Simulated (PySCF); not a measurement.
Gas-phase thermal properties of ScCl3

Energies from PySCF, thermal terms from the rigid-rotor harmonic-oscillator model, ideal gas at 1 bar. 6-31G* has spherical d functions here. All species are closed-shell singlets. B3LYP is the form with VWN-RPA correlation. The harmonic model lacks anharmonicity and excited electronic states, which grow with temperature; levels with a mode under 35 cm⁻¹ are left out. Soft modes under 120 cm⁻¹ make the harmonic entropy rough for ScCl3.

| level | point group | σ | ZPE (kJ/mol) | S°298 (J/mol/K) | Cp298 (J/mol/K) | S°1000 (J/mol/K) | H1000 − H298 (kJ/mol) |
|---|---|---|---|---|---|---|---|
| B3LYP/6-31G* | D3h | 6 | 9.2 | 337.4 | 75.5 | 434.2 | 56.6 |
| HF/6-31G* | D3h | 6 | 9.4 | 333.7 | 75.4 | 430.5 | 56.5 |
| PBE/def2-SVP | D3h | 6 | 9.2 | 338.5 | 75.4 | 435.3 | 56.6 |
| PBE0/def2-TZVP | D3h | 6 | 9.4 | 336.3 | 75.2 | 432.9 | 56.5 |
σ: rotational symmetry number. Electronic degeneracy used: 1. Frequencies are unscaled.
